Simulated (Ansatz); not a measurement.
CH$_{7}$BSi$_{2}$ (`[SiH3]C1B[SiH2]1`), relaxed with RKS PBE0-D4/def2-TZVP in Ansatz from a PBE-D4/def2-SVP geometry. The force threshold is 0.005 eV/Å; the program also tests the step.

Charge 0, multiplicity 1.

Start:

```xyz
11

Si    0.609   -0.527    1.324
C     0.012    0.753    0.065
B    -1.412    0.774   -0.458
Si   -0.220   -0.261   -1.610
H     2.081   -0.791    1.161
H     0.367    0.009    2.712
H    -0.148   -1.818    1.176
H     0.520    1.707    0.323
H    -2.369    1.511   -0.402
H     0.252   -1.667   -1.396
H     0.308    0.312   -2.895
```

(1) By how much does the energy fall, and how many steps does the optimiser take? (Best estimate.)

(2) Which bonds change most? (Estimate.)

(3) Give the relaxed structure. (Best estimate.)

## Answers

(1) Ansatz gave: 1.15 kcal/mol, in 11 steps, 1 of them rejected.

(2) The calculation gave: C2–Si4 from 1.972 to 1.919 Å; B3–H9 from 1.209 to 1.187 Å; Si1–C2 from 1.892 to 1.871 Å; Si1–H6 from 1.507 to 1.488 Å.

(3) Ansatz gave: 
```xyz
11

Si    0.582   -0.504    1.305
C     0.054    0.761    0.031
B    -1.381    0.751   -0.437
Si   -0.181   -0.252   -1.581
H     2.036   -0.785    1.186
H     0.310    0.025    2.669
H    -0.178   -1.770    1.135
H     0.575    1.691    0.274
H    -2.350    1.423   -0.303
H     0.254   -1.656   -1.407
H     0.279    0.315   -2.873
```
